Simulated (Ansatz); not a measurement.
Basis-set extrapolation for ClH$_{2}$OSSi, SMILES `O[SiH]([S])Cl` radical (PBE0-D4/def2-TZVP geometry, frozen core, Ansatz). Multiplicity 2, UHF reference.

|  | def2-TZVPP | def2-QZVPP |
| --- | --- | --- |
| HF | -1222.181077 | -1222.217901 |
| MP2 correlation | -0.685817 | -0.749659 |
| CCSD(T) correlation | -0.760746 | not run |

Energies in hartree. Use E(X) = E(∞) + A·exp(−7.88·√X) for Hartree–Fock and E(X) = E(∞) + B·X^(−2.97) for correlation, with X = 3 and 4, and add CCSD(T) minus MP2 of the smaller set to the MP2 limit.

Problem. What is the CCSD(T) energy at the basis-set limit?

Solution. HF limit: -1222.217901 + (-0.036824) × 0.13774 = -1222.22297. MP2 limit: -0.749659 + (-0.063842) × 0.74074 = -0.79695. Higher-order term: -0.760746 − (-0.685817) = -0.07493. Total: -1223.09485 hartree, 401.8 kJ/mol below CCSD(T)/def2-TZVPP.
